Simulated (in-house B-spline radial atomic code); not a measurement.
Atomic self-consistent-field run: Os LXVII (Os66+). Computed with an all-electron radial atomic-structure program (B-spline basis): Dirac-Kohn-Sham CAM-B3LYP, spherical fractional occupations, Fermi nucleus of rms radius 5.4126 fm.

Command:
```bash
python run_scf.py task.json out
```
Settings (nuclear radius in fm, mass in u):
```
Z                76
configuration    [He] 2s2 2p6
hamiltonian      dirac
method           camb3lyp
spin_polarised   False
nucleus          fermi
rms_radius       5.4126
atomic_mass      191.96148
speed_of_light   137.035999084
```

Output (hartree, bohr):
```
 radial grid: 51 intervals, B-splines of order 8, outer radius 0.5997 bohr

 iter        energy (Eh)    residual
    1      -11730.440206    9.42e+00
    2      -11753.121219    4.31e-01
    3      -11753.164489    2.04e-01
    4      -11753.174255    9.69e-02
    5      -11753.177092    4.99e-03
    6      -11753.177099    2.00e-06
    7      -11753.177099    1.97e-08

 total energy                    -11753.17710
 kinetic                           13779.8930
 electron-nucleus                 -26230.1316
 Hartree                             840.1078
 exact exchange                      -27.5865
 exchange-correlation               -115.4599

 first-order corrections (not in the total)
   Gaunt                            15.5463
   retardation                      -1.3401
   frequency dependence             -0.3087
   self-energy                      14.8445
   Uehling                          -2.9098
   Wichmann-Kroll                    0.1202
   recoil                            0.0251

 orbital      occ     eigenvalue          <r>       <r^2>       <1/r>     <1/r^2>     <1/r^3>       r_max    small
 1s1/2      2.000     -2934.6685    0.0177195 0.000432607     90.4765     19904.9           -     0.01102  8.27e-02
 2s1/2      2.000      -680.0137    0.0730577  0.00635851     22.4795     2830.67           -     0.06307  1.94e-02
 2p1/2      2.000      -663.1035    0.0602221  0.00450367     22.3797     891.102           -     0.04663  1.93e-02
 2p3/2      4.000      -604.6995    0.0680377  0.00560976      18.624     472.068     18616.5      0.0535  1.75e-02
```

Run time, properties included: 0.39 s on 1 thread of Arm Neoverse V2, on a shared host.

For the Dirac Hamiltonian the kinetic term is c α·p + (β - 1)c².
